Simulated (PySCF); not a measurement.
Electrostatic solvation of a mixed set.

Computed with PySCF at PBE0/pcSseg-1, non-relativistic, each on one gas-phase PBE0-D3(BJ)/def2-SVP geometry that isn't relaxed in the solvent. The solvent is an IEF-PCM continuum (cavity from Bondi-type radii × 1.2). Specific hydrogen bonds and non-electrostatic terms are outside this model.

Question: Order them by E(solvent) − E(gas) in chloroform (ε = 4.711), most negative first (kcal/mol).
A. `N#CC1=CC=CO1`
B. 4H-thiopyran-4-one (`O=c1ccscc1`)
C. `[CH3:1][O:2]/[C:3]([Cl:4])=[CH:5]/[O-:6]` (charge -1) with C1–O2–C3–Cl4 -76°

Answer: C (-47.8), B (-5.7), A (-4.6).

| SMILES | charge | ΔE (kcal/mol) | polarisation term (kcal/mol) | HOMO shift (eV) | dipole gas (D) | dipole solvent (D) | atoms |
| --- | --- | --- | --- | --- | --- | --- | --- |
| CO/C(Cl)=C/[O-] | -1 | -47.8 | -49.3 | -3.74 | – | – | 10 |
| O=c1ccscc1 | 0 | -5.7 | -6.7 | +0.04 | 3.89 | 5.07 | 11 |
| N#Cc1ccco1 | 0 | -4.6 | -5.4 | +0.12 | 4.78 | 5.89 | 10 |

The ion comes first with 47.8 kcal/mol, the neutral species gain 5.7 at most. The polarisation term is half the interaction of the solute with the induced surface charges. No dipole is given for ions, as it depends on the origin.
